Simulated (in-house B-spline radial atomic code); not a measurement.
## RPA and G0W0 on LC-wPBE: Ga+

Configuration [Ar] 3d10 4s2, mean-field start LC-wPBE. Computed with a B-spline radial code for spherical atoms: all electrons, scalar-relativistic (spin-free one-electron X2C), finite nucleus, each spin shell either full or empty, empty states to l = 9 with an (l + 1/2)⁻⁴ tail; G0W0 by contour deformation at full frequency.

Command:
```bash
python run_gw.py task.json out
```
Settings (radii: box in bohr, nucleus in fm):
```
Z                        31
electrons                30
configuration            [Ar] 3d10 4s2
hamiltonian              x2c
method                   lc_wpbe
lmax                     9
rms_radius               3.9973
spin_polarised           False
box_radius               23.78
intervals                71
ion_configuration        [Ar] 3d10 4s1
```

Cost of the run: 11 s on 1 thread of Arm Neoverse N1, on a shared host.

Energies (hartree):

| term | value |
| --- | --- |
| mean-field total | -1943.43840 |
| Hartree-Fock functional on these orbitals | -1941.99547 |
| direct second order | -2.6527 |
| second-order exchange | 0.75866 |
| SOSEX correction | 0.68403 |

Question: What is the RPA correlation energy, and what remains with SOSEX?

Answer: RPA gives -2.2211 hartree (-2.01 eV per electron); RPA + SOSEX gives -1.5371, and the second-order doubles -1.8941 hartree (no singles). SOSEX takes back 31 % of the RPA value.

Quasi-particle levels (eV):

| level | occupied | mean field | Σx - vxc | Σc | QP weight | G0W0 |
| --- | --- | --- | --- | --- | --- | --- |
| 4s | yes | -19.956 | 0.78 | ? | ? | ? |
| 3d | yes | -32.86 | -7.91 | 3.40 | 0.886 | -37.37 |
| 4p | no | -6.011 | 0.93 | -0.89 | 0.968 | -5.973 |

G0W0 = mean field + (Σx - vxc) + Σc, with Σc (partial-wave tail included) taken at the quasi-particle energy. Only the outer levels were computed. Levels of low weight are left out.

Question: Where does G0W0 put 4s?

Answer: At -20.764 eV, with Σc = -1.59 eV and a quasi-particle weight of 0.958. The tabulated removal energy is 20.515 eV (NIST, measured); the calculation leaves out spin-orbit coupling, Breit and QED terms, and what these don't explain is the method's own error.

Question: What does it cost to remove one electron (to [Ar] 3d10 4s1) by differences of total energies, each species on its own start (correlation terms add to the Hartree-Fock functional)?

Answer: LC-wPBE 20.379 eV, Hartree-Fock functional 18.620 eV, + RPA 20.442 eV, + RPA + SOSEX 20.033 eV, + second order 20.842 eV. Tabulated: 20.515 eV (NIST, measured); the calculation leaves out spin-orbit coupling, Breit and QED terms, and what these don't explain is the method's own error.
